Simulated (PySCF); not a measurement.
# Two-component Hartree-Fock for Ga (gallium, neutral)

Start: [Ar] 3d10 4s2 4p1; 4p1/2 filled at m_j = +1/2. Calculated with PySCF 2.14 in x2c-QZVPPall-2c: generalised Hartree-Fock with the X2C-1e Hamiltonian and a Gaussian nucleus; one run each with spin-orbit coupling (SO) switched off, then screened by Boettger's factors.

```
spinor shell  electrons  ε, spin-free (eV)  ε, screened SO (eV)  weight of nominal j (screened SO)  rms radius, screened SO (bohr)
       1s1/2          2           -10441.4             -10441.2                              1.000                          0.0560
       2s1/2          2            -1341.1              -1341.0                              1.000                           0.235
       2p1/2          2            -1162.9              -1181.9                              1.000                           0.209
       2p3/2          4            -1162.9              -1153.6                              1.000                           0.212
       3s1/2          2            -178.99              -178.92                              1.000                           0.698
       3p1/2          2            -123.04              -125.69                              1.000                           0.730
       3p3/2          4            -123.04              -121.67                              1.000                           0.741
       3d3/2          4            -31.675              -31.950                              0.998                           0.896
       3d5/2          6            -31.675              -31.387                              0.999                           0.899
       4s1/2          2            -11.840              -11.806                              0.996                            2.65
       4p1/2          1             -5.874               -5.942                              0.952                            3.66
```

```tsv
quantity	spin-free	screened SO
E (hartree)	-1942.19635	-1942.26412
M_J	1/2	1/2
⟨J²⟩	1.089	0.911
⟨L²⟩	2.051	2.053
⟨S²⟩	0.767	0.769
```

⟨J²⟩ departs a little from M_J(M_J + 1) because the unrestricted spinors polarise the closed shells.

Without spin-orbit coupling the j labels of p, d and f shells carry no meaning; the spin-free column gives the mean over the occupied spinors of each nl shell, and its ⟨J²⟩ belongs to a mixture of degenerate components.
